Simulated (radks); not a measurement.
Problem. Successive ionisation energies (eV) of one element, from differences of total energies of ions in their ground configurations, starting at charge 44: 2211.8, 2276.2, 2602.8, 2667.5, 2732.4, 2797.5, 2862.7, 2928.1, 3228.6, 3296.6, 5461.5, 5610.4, 5760.8, 5912.6, 6065.8, 6220.4, 6376.4, 6533.8, 6692.4, 6852.3, 7571.4, 7715.3. All-electron calculation, Dirac Kohn-Sham, PBE, spin-unpolarised, spherical densities, point nucleus; open shells are shared between the two j in proportion to 2j + 1. Program: a radial shooting solver on a logarithmic mesh with Libxc functionals. Which element is it?

Solution. Lead (Z = 82). The first species listed is Pb44+ in [Kr] 4d2, the last Pb65+ in [Ne] 3s2 3p5.
